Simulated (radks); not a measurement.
The numbers below are computed, except where a source is named.
Question: Excited configurations of Co I: one electron is placed in a higher orbital outside [Ar] 3d8. The ground configuration is [Ar] 3d7 4s2. Code: a radial shooting solver on a logarithmic mesh with Libxc functionals. Model: Dirac Kohn-Sham, PBE, spin-unpolarised, spherical densities, finite nucleus; open shells are shared between the two j in proportion to 2j + 1; Fermi nuclear charge, rms radius 3.7875 fm. Excitation = E - E(ground); binding = E(ion) - E, where the ion is the core of charge +1; n* = 1/sqrt(2 binding) in atomic units, and the quantum defect is n - n*. Eigenvalue and <r> are those of j = l + 1/2.

| outer orbital | excitation (eV) | binding (eV) | n* | quantum defect | eigenvalue (eV) | <r> (bohr) |
|---|---|---|---|---|---|---|
| 4s | -1.203 | 7.674 | 1.331 | 2.669 | -4.375 | 3.107 |
| 5p | 4.677 | 1.794 | 2.754 | 2.246 | -1.014 | 11.14 |
| 6s | 5.152 | 1.319 | 3.211 | 2.789 | -0.816 | 16.51 |
| 6p | 5.438 | 1.033 | 3.629 | 2.371 | -0.636 | 20.34 |
| 7s | 5.650 | 0.821 | 4.070 | 2.930 | -0.531 | 27.06 |

Estimate the row for 5d.

Answer: excitation (eV) 5.488; binding (eV) 0.983; n* 3.720; quantum defect 1.280; eigenvalue (eV) -0.553; <r> (bohr) 19.47. The Delta-SCF ionisation energy is 6.471 eV (NIST Atomic Spectra Database: 7.881 eV, measured). Self-interaction in the functional shifts the binding energies and quantum defects, so they are the method's values and not measured ones. Spin polarisation and multiplet splitting are left out, so open shells lie too high by an amount that depends on their filling. A negative excitation energy means that this level of theory puts the configuration below the NIST ground configuration.

Beside tabulated values, note that spin-unpolarised runs miss the spin-polarisation part of the exchange energy of open shells.
